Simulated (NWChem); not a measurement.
System: InIF₂; SMILES [In]([I])([F])[F]

NWChem input:

```
start job
memory heap 200 mb stack 900 mb global 1100 mb
geometry units angstroms noautoz
  In     0.000000     0.000000     1.009027
  F      0.000000    -1.632900     2.062500
  F      0.000000     1.632900     2.062500
  I      0.000000     0.000000    -1.613493
end
basis spherical
  In library def2-svp
  F library def2-svp
  I library def2-svp
end
ecp
  In library def2-ecp
  I library def2-ecp
end
dft
  xc hfexch
  iterations 150
end
tddft
  nroots 8
  notriplet
end
task tddft energy
```

The geometry was optimised at PBE0/def2-SVP. def2 effective core potentials on In, I; no spin-orbit coupling.

Vertical excitations in the gas phase.

Question: Predict the main results of this run. (Hartree-Fock/def2-SVP with def2 effective core potentials on In, I, TDHF.) Quantities: lowest excitation, singlet (eV); lowest state with f > 0.02, singlet (eV); orbital gap (eV).

Answer: 
```yaml
lowest excitation, singlet (eV): 5.36
lowest state with f > 0.02, singlet (eV): 5.43
orbital gap (eV): 11.29
```
